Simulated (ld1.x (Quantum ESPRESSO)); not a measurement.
# Building the TM potential for antimony (Sb) (Wu–Cohen, scalar-relativistic).

- Element: Sb (Z = 51)
- Generator: ld1.x (Quantum ESPRESSO) 7.5
- Type: norm-conserving Troullier–Martins (Kleinman–Bylander form)
- Functional: Wu–Cohen
- Relativity: scalar-relativistic
- Frozen core: [Kr] 4d10
- Valence charge: 5
- Reference configuration: 5s2 5p2 (charge +1)
- Partial waves: 5s (bound): rc 1.90 bohr; 5p (bound): rc 2.15 bohr; 5d channel at 0.4 Ry: rc 2.15 bohr
- Local potential: all-electron potential smoothed inside 2.00 bohr (lloc = -1)
- Core correction: Bessel-smoothed model core, default radius (core density twice the valence density)

All-electron outer shells of the reference configuration (Wu–Cohen, scalar-relativistic, ld1.x):

| shell | level (eV) | outermost node (bohr) | outermost maximum (bohr) |
| --- | --- | --- | --- |
| 5s | -20.74 | 0.95 | 1.88 |
| 5p | -12.05 | 1.04 | 2.24 |

(1) Estimate the cutoffs (Ry, on a coarse ladder) from which the occupation-weighted sum of valence levels, in a spherical-Bessel basis at the reference potential, stays within 10 and 1 mRy of its value at 400 Ry.

(2) What does a ghost test show?

(3) Which valence shell sets the plane-wave cutoff?

(4) Tests: 5s2 5p3; 5s2 5p1; 5s2 5p0; 5s1 5p3; 5s1 5p4; 5s0 5p5; 5s2 5p3.3. Which has the largest error in its energy relative to the reference configuration, and how large is it?

Results:

(1) 25 Ry and 35 Ry.

(2) No extra level below or beside the all-electron valence levels (s, p, d, f tested).

(3) 5s: its level needs 30 Ry to come within 1 mRy, against 15 Ry for 5p.

(4) 5s2 5p0, with -74 meV (all-electron minus pseudo) on +40.51 eV.
